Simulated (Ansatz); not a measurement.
Consider the substitution at a C–O bond: `O[CH]1[SiH2][GeH2]1` + H–F → `F[CH]1[SiH2][GeH2]1` + H₂O.

Program: Ansatz. Geometries: PBE0-D4/def2-TZVP. ΔE: electronic, gas phase. CCSD(T)/CBS adds triple-zeta CCSD(T) − MP2 to the extrapolated MP2 energy (def2 sets, frozen cores). This one scheme is used for every species. Functionals use def2-TZVPP. For Ge outer-core shells are correlated without core-valence functions, which leaves a few kJ/mol of doubt a bond. Scalar relativity is left out up to krypton. One conformer a species, not always the lowest.

```csv
level,ΔE (kcal/mol)
PBE-D4,0.9
B2PLYP,0.9
PBE0,1.0
SCS-MP2/def2-QZVPP,2.4
```

Task: What does CCSD(T)/CBS give? (An estimate is asked.)

Result: The calculation gave: +2.2 kcal/mol. The listed levels differ from it by -1.3, -1.3, -1.2, 0.2 kcal/mol.

Largest T1 diagnostic among the species: 0.013.

In def2-TZVPP, CCSD(T) changes the Hartree–Fock value by +2.5 kcal/mol (the triples alone add +0.3 kcal/mol) and MP2 by +3.8 kcal/mol. The D4 term adds +0.9 kcal/mol with B3LYP and +0.5 kcal/mol with PBE0; it sums over pairs of atoms, weighted by their polarisabilities, and B3LYP, whose exchange is more repulsive, gets the larger term.

B3LYP here is the variant with VWN-RPA as its local correlation; programs differ in this.
